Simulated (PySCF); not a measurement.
# Two-component Hartree-Fock for V⁴⁺ (vanadium, charge +4)

Start: [Ar] 3d1; 3d5/2 filled at m_j = +5/2. Calculated with PySCF 2.14 in x2c-TZVPPall-2c (6s7p4d2f1g, 70 functions): generalised Hartree-Fock with the X2C-1e Hamiltonian and a Gaussian nucleus; one run each with spin-orbit coupling (SO) screened by Boettger's factors, then bare. This is a chosen level, not necessarily the ground level.

```tsv
spinor shell	electrons	ε, screened SO (eV)	ε, bare SO (eV)	weight of nominal j (bare SO)	rms radius, bare SO (bohr)
1s1/2	2	-5576.7	-5576.7	1.000	0.0768
2s1/2	2	-715.21	-715.21	1.000	0.332
2p1/2	2	-608.36	-608.84	0.997	0.300
2p3/2	4	-601.32	-601.10	0.999	0.303
3s1/2	2	-141.30	-141.31	1.000	0.988
3p3/2	4	-107.33	-107.31	0.878	1.05
3p1/2	2	-108.08	-108.12	0.757	1.04
3d5/2	1	-65.325	-65.298	1.000	1.18
```

| quantity | screened SO | bare SO |
| --- | --- | --- |
| E (hartree) | -944.70273 | -944.70353 |
| M_J | 5/2 | 5/2 |
| ⟨J²⟩ | 8.755 | 8.755 |
| ⟨L²⟩ | 6.005 | 6.005 |
| ⟨S²⟩ | 0.751 | 0.751 |

Each row is a mean over spinors that exchange with the open shell spreads, by up to 6.144 eV (3p3/2).

Rows whose weight is well below 1 are mixtures of j = l ± 1/2: exchange outweighs spin-orbit coupling there, and the label is only the starting occupation.
